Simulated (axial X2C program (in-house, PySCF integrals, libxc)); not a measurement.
## NaHg⁺: cheaper levels and CCSD(T), two-component

Calculated with an in-house all-electron X2C program for linear molecules (integrals from PySCF). Two-component (2c) means X2C with spin–orbit coupling and atomic mean-field two-electron Coulomb and Gaunt terms. Basis: Hg dyall-cv3z [13s14p9d6f4g], Na dyall-cv3z [9s8p5d2f] (cores contracted in-house); Gaussian nuclei, density fitting, unrestricted open shells. Masses: Hg 201.971 u, Na 22.990 u.

State: Ω = 0 (closed shell); fragments Hg + Na+.

```csv
level,Re (Å),ωe (cm⁻¹),De (eV)
PBE0,3.021,121.3,0.395
HF,3.156,108.5,0.356
MP2,3.102,107.0,0.274
CCSD,3.118,107.9,0.304
BP86,3.058,111.8,0.331
```

Correlated methods: 12 electrons correlated (number of frozen shells: Hg 5 s, 4 p, 2 d, 1 f; Na 2 s, 1 p), 310 virtual spin orbitals or spinors in MP2, 90 natural virtuals in coupled cluster.

CCSD(T), same Hamiltonian and basis:

Re = 3.117 Å, ωe = 107.7 cm⁻¹, De = 0.30 eV; T1 = 0.018 (Lee–Taylor normalisation).

**Question.** Give the differences from CCSD(T) in the columns below.

**Answer.** 

| level | ΔRe (Å) | Δωe (cm⁻¹) | ΔDe (eV) |
| --- | --- | --- | --- |
| PBE0 | -0.096 | 13.6 | 0.09 |
| HF | 0.039 | 0.8 | 0.06 |
| MP2 | -0.015 | -0.7 | -0.03 |
| CCSD | 0.001 | 0.2 | 0.00 |
| BP86 | -0.059 | 4.1 | 0.03 |

Occupations by symmetry block were frozen at the best pattern of an incomplete PBE0 search. De is counted from the lowest determinant-based energies of the atoms at the same level, without counterpoise correction. CCSD and (T) use frozen natural virtuals with an MP2 correction for the truncation; (T) itself is uncorrected, so its De runs slightly low. With the outer-core shells frozen, correlated bond lengths of heavy atoms tend to come out a few hundredths of an ångström too long.
